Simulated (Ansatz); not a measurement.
AlClH₅NOSi (`N[SiH](Cl)[AlH][OH]`). Charge 0, multiplicity 1. All single points use the PBE0-D4/def2-TZVP geometry. It is one conformer, not always the lowest.

```xyz
10

N     0.091    1.135    1.443
Si   -0.979    0.519    0.264
Cl   -1.474    1.884   -1.260
Al    0.109   -1.323   -0.918
O     1.801   -1.227   -0.792
H    -0.187    1.867    2.079
H     1.080    1.163    1.253
H    -2.282    0.280    0.936
H    -0.566   -2.476   -1.775
H     2.407   -1.822   -1.231
```

**Question.** What is the dipole moment at r2SCAN/def2-TZVPP? (An estimate is asked.)

**Answer.** Computed: 2.25 D, with components (1.66, -1.18, 0.97) D in this frame, pointing from negative to positive charge.

**Question.** And with PBE, B3LYP, ωB97M-V? (Best estimate.)

**Answer.** Computed: PBE 2.20 D, B3LYP 2.22 D, ωB97M-V 2.27 D.

**Question.** Give the Mulliken charges with r2SCAN, PBE, ωB97M-V in def2-TZVPP. (Estimate.)

**Answer.** Ansatz gave: 
| atom | r2SCAN | PBE | ωB97M-V |
| --- | --- | --- | --- |
| N1 | -0.43 | -0.36 | -0.35 |
| Si2 | 0.33 | 0.25 | 0.25 |
| Cl3 | -0.30 | -0.26 | -0.27 |
| Al4 | 0.59 | 0.45 | 0.51 |
| O5 | -0.44 | -0.37 | -0.40 |
| H6 | 0.15 | 0.15 | 0.11 |
| H7 | 0.17 | 0.16 | 0.13 |
| H8 | -0.09 | -0.07 | -0.04 |
| H9 | -0.16 | -0.12 | -0.11 |
| H10 | 0.19 | 0.18 | 0.16 |

B3LYP here is the variant with VWN-RPA as its local correlation; programs differ in this.
